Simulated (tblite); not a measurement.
**Question.** What does the GFN2-xTB structure of `CC1=C(C)P1C(F)=C(F)F` look like in three dimensions?

**Answer.** 
Z-matrix in Å and degrees, rows numbered from 1:
```
C 
C   1  1.4671
C   2  1.3084  1  149.02
C   3  1.4670  2  149.01  1     0.11
P   2  1.8461  1  141.73  3   179.82
C   5  1.8610  2   98.43  3   -93.12
F   6  1.3502  5  118.67  2    22.48
C   6  1.3278  5  122.30  2  -157.61
F   8  1.3292  6  121.88  5     0.16
F   8  1.3274  6  127.45  5  -179.93
H   1  1.0892  2  110.15  3    -8.71
H   1  1.0901  2  109.77  3   111.32
H   1  1.0892  2  110.37  3  -129.75
H   4  1.0891  3  110.08  2     7.43
H   4  1.0901  3  109.81  2  -112.59
H   4  1.0894  3  110.37  2   128.46
```

The 3-membered ring C2–C3–P5 has internal angles of 41.5° to 69.3°. P5 (phosphine phosphorus) is pyramidal (angles 98.4°, 98.4° and 41.5°, sum 238.3°, 1.16 Å off the plane of its three neighbours). The 4 C–C bonds span 1.308 Å (C2=C3, drawn double) to 1.467 Å (C1–C2, drawn single), a spread of 0.159 Å. The 3 C–F bonds span 1.327 Å (C8–F10, drawn single) to 1.350 Å (C6–F7, drawn single), a spread of 0.023 Å.

Computed geometry: GFN2-xTB, gas phase.

Point group: near Cs, missed by 0.08 Å at most; the miss may be what the optimiser left on a soft mode. Its GFN2-xTB frequencies are all real (lowest 18 cm⁻¹). The numbers are those of one conformer (C3–P5–C6–F7 -19°). 3 starts were optimised and ended at 0.00, 0.05 and 1.25 kcal/mol (GFN2-xTB); the lowest of these is shown.

Time: 1.1 s. Hardware: one thread of an Arm Neoverse V2, no GPU (shared host). That covers the optimisation of the geometry.
